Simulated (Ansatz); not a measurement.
Ansatz (a program for electronic structure) input (B3LYP-D3(BJ)/def2-TZVP):

Ansatz 0.2 input:
```yaml
crystal:
  periodic: [false, false, false]
  atoms:
    - {symbol: In, position_ang: [0.31311130, -0.00154110, 0.37595852]}
    - {symbol: Cl, position_ang: [1.11286356, 0.35742091, -1.84301345]}
    - {symbol: Cl, position_ang: [-2.01536082, -0.35297892, 0.75936830]}
basis:
  gaussian:
    orbitals: def2-TZVP
hamiltonian:
  xc: b3lyp
  dispersion: d3bj
magnetization: {spin_polarized: true, initial_magnetization: 1}
phonons: {temperatures: {t_min: 298.15, t_max: 298.15, t_step: 100}}
```

Output:

```
Functional definition: B3LYP
integrals: 0.05 GiB planned
991 factors; their error is unknown
mean field: 0.66 GiB planned
mean field evaluation 1: about -30223.0034 eV, gradient 1.8e1 eV
mean field evaluation 2: about -30219.4662 eV, gradient 3.3e1 eV
mean field evaluation 4: about -30224.8936 eV, gradient 1.1e0 eV
mean field evaluation 8: about -30224.9969 eV, gradient 3.4e-2 eV
mean field evaluation 16: about -30224.9969 eV, gradient 6.1e-5 eV
mean field -30224.99689722 eV, -1110.7481487341 hartree, gradient 6.1e-5 eV, S^2 0.753360; 0 other end points of the search recorded, 0 dependent functions left out
the calculation of the forces begins
reference -30224.99713454 eV, -1110.7481574553 hartree; 28, 27 occupied and 96, 97 virtual orbitals, 991 factors
these checks for a lower state are left out or cut short: stability, starts, cluster_reference, orbital_swaps, neighbouring_geometries, increment
integrals: 0.05 GiB planned
991 factors; their error is unknown
mean field: 0.66 GiB planned
mean field -30224.99687946 eV, -1110.7481480816 hartree, gradient 1.8e-6 eV, S^2 0.753366; 0 other end points of the search recorded, 0 dependent functions left out
the calculation of the forces begins
reference -30224.99711680 eV, -1110.7481568034 hartree; 28, 27 occupied and 96, 97 virtual orbitals, 991 factors
these checks for a lower state are left out or cut short: stability, starts, cluster_reference, orbital_swaps, neighbouring_geometries, increment
integrals: 0.05 GiB planned
991 factors; their error is unknown
mean field: 0.66 GiB planned
mean field -30224.99687202 eV, -1110.7481478081 hartree, gradient 1.8e-6 eV, S^2 0.753354; 0 other end points of the search recorded, 0 dependent functions left out
the calculation of the forces begins
reference -30224.99710932 eV, -1110.7481565287 hartree; 28, 27 occupied and 96, 97 virtual orbitals, 991 factors
these checks for a lower state are left out or cut short: stability, starts, cluster_reference, orbital_swaps, neighbouring_geometries, increment
integrals: 0.05 GiB planned
991 factors; their error is unknown
mean field: 0.66 GiB planned
mean field evaluation 32: about -30224.9001 eV, gradient 1.3e-1 eV
mean field -30224.99693620 eV, -1110.7481501667 hartree, gradient 2.4e-6 eV, S^2 0.753365; 0 other end points of the search recorded, 0 dependent functions left out
the calculation of the forces begins
reference -30224.99717354 eV, -1110.7481588886 hartree; 28, 27 occupied and 96, 97 virtual orbitals, 991 factors
these checks for a lower state are left out or cut short: stability, starts, cluster_reference, orbital_swaps, neighbouring_geometries, increment
integrals: 0.05 GiB planned
991 factors; their error is unknown
mean field: 0.66 GiB planned
mean field -30224.99684942 eV, -1110.7481469774 hartree, gradient 2.4e-6 eV, S^2 0.753355; 0 other end points of the search recorded, 0 dependent functions left out
the calculation of the forces begins
reference -30224.99708672 eV, -1110.7481556980 hartree; 28, 27 occupied and 96, 97 virtual orbitals, 991 factors
these checks for a lower state are left out or cut short: stability, starts, cluster_reference, orbital_swaps, neighbouring_geometries, increment
integrals: 0.05 GiB planned
991 factors; their error is unknown
mean field: 0.66 GiB planned
mean field -30224.99685555 eV, -1110.7481472029 hartree, gradient 1.1e-6 eV, S^2 0.753352; 0 other end points of the search recorded, 0 dependent functions left out
the calculation of the forces begins
reference -30224.99709285 eV, -1110.7481559233 hartree; 28, 27 occupied and 96, 97 virtual orbitals, 991 factors
these checks for a lower state are left out or cut short: stability, starts, cluster_reference, orbital_swaps, neighbouring_geometries, increment
integrals: 0.05 GiB planned
991 factors; their error is unknown
mean field: 0.66 GiB planned
mean field -30224.99691173 eV, -1110.7481492672 hartree, gradient 7.5e-7 eV, S^2 0.753367; 0 other end points of the search recorded, 0 dependent functions left out
the calculation of the forces begins
reference -30224.99714907 eV, -1110.7481579893 hartree; 28, 27 occupied and 96, 97 virtual orbitals, 991 factors
Total energy: -30225.15445623 eV, -1110.7539389209 hartree
Atom 0 at     0.313111    -0.001541     0.375959 Å, force    -0.000014     0.000000    -0.000017 eV/Å
Atom 1 at     1.112864     0.357421    -1.843013 Å, force     0.000058     0.000011    -0.000033 eV/Å
Atom 2 at    -2.015361    -0.352979     0.759368 Å, force    -0.000043    -0.000012     0.000051 eV/Å
Dipole moment:     0.350708    -0.001726     0.421102 e Å
Vibrations: 76.79 299.15 329.38 cm⁻¹, zero-point energy 0.043725 eV
```

It need not be the lowest isomer of its formula.
